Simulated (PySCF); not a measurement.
MnO3Cl (singlet state).
Bonds: O1–Mn2 (double), Mn2–O3 (double), Mn2–O4 (double), Mn2–Cl5.

Computed with PySCF 2.14.0, PBE0-D3(BJ)/def2-SVP geometry optimisation, gas phase.

(1) How far are the bound atoms from Mn2?

(2) List the angles at Mn2.

(3) What is the shape at Mn2?

(4) What are the rotational constants (commonest isotopes, rigid rotor)?

## Answers

(1) 4 atoms: O3 1.533 Å, O4 1.534 Å, O1 1.534 Å, Cl5 2.113 Å.

(2) 
| angle | degrees | distance of the outer atoms (Å) |
| --- | --- | --- |
| O3–Mn2–O4 | 111.3 | 2.53 |
| O1–Mn2–O4 | 111.2 | 2.53 |
| O1–Mn2–O3 | 111.2 | 2.53 |
| O1–Mn2–Cl5 | 107.8 | 2.97 |
| O4–Mn2–Cl5 | 107.7 | 2.96 |
| O3–Mn2–Cl5 | 107.4 | 2.96 |

(3) Tetrahedral: angles from 107.4° to 111.3°; τ4 = (360° − α − β)/141° = 0.97 with α and β the two widest (0 for a square, 1 for a tetrahedron).

(4) A = 4930, B = 2548, C = 2547 MHz: a prolate symmetric top.

Point group: C3v (tolerance 0.08 Å). Charge 0, singlet. Whether it is a minimum is left open (no frequencies).
The closed-shell solution of the metal species wasn't tested for stability.
